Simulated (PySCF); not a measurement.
Si(H)2(OH)(PH2) (H5OPSi), SMILES P[SiH2]O.

Geometry: TPSSh-D3(BJ)/def2-TZVP. The values are those of a single conformer.

Level of theory: CAM-B3LYP/def2-TZVPD in PySCF.

The molecule is in vacuum.

Q: Estimate the frontier levels, gap, dipole moment and polarisability. (Estimate from the structure and the level; the computed values follow.)

A: 
```
Property                                                                                                       Result
---------------------------------------------------------------------------------------------  ----------------------
highest occupied level                                                                                       -8.80 eV
lowest empty level                                                                                            0.36 eV
orbital gap                                                                                                   9.16 eV
dipole moment                                                                                                  1.43 D
quadrupole, principal values (traceless, Buckingham form, about the centre of nuclear charge)   -7.54, 1.03, 6.50 D·Å
mean static polarisability                                                                       60.7 bohr³ (9.00 Å³)
polarisability, principal values                                                               54.0, 56.1, 72.0 bohr³
```
